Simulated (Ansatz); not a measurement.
Basis-set extrapolation for `Oc1ccc(O)cc1` (PBE0-D4/def2-TZVP geometry, frozen core, Ansatz 0.2.0). Multiplicity 1, RHF reference.

|  | def2-TZVPP | def2-QZVPP |
| --- | --- | --- |
| HF | -380.570233 | -380.586699 |
| MP2 correlation | -1.415799 | -1.514765 |
| CCSD(T) correlation | -1.503961 | not run |

Energies in hartree. Use E(X) = E(∞) + A·exp(−7.88·√X) for Hartree–Fock and E(X) = E(∞) + B·X^(−2.97) for correlation, with X = 3 and 4, and add CCSD(T) minus MP2 of the smaller set to the MP2 limit.

Q: What is the CCSD(T) energy at the basis-set limit?

A: HF limit: -380.586699 + (-0.016466) × 0.13774 = -380.58897. MP2 limit: -1.514765 + (-0.098966) × 0.74074 = -1.58807. Higher-order term: -1.503961 − (-1.415799) = -0.08816. Total: -382.26520 hartree, 119.9 kcal/mol below CCSD(T)/def2-TZVPP.
